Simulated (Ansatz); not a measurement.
System: HgCl2, net charge 0, singlet state. 
Geometry from a B3LYP-D3(BJ)/def2-TZVP (Ansatz, an electronic-structure program) optimisation:
```xyz
3

Hg     0.0000     0.0000     0.0000
Cl     0.0000     0.0000    -2.2848
Cl     0.0000     0.0000     2.2848
```
Charge 0, spin multiplicity 1.

Give the harmonic wavenumbers at B3LYP-D3(BJ)/def2-TZVP (Ansatz, finite differences of forces, unscaled).

97, 97, 337, 392 cm⁻¹. Zero-point energy 1.3 kcal/mol.

From these and the geometry, give the ideal-gas thermochemistry at 298.15 K and 1 atm (rigid rotor, harmonic oscillator).

Point group D∞h, rotational symmetry number 2. Rotational constants 1.365, 1.365 GHz. S(trans) 42.70, S(rot) 17.35, S(vib) 9.27, S(elec, spin only) 0.00, S 69.3 cal/(mol K). H(298) - H(0) 3.44 kcal/mol; G - E(el) -15.9 kcal/mol.
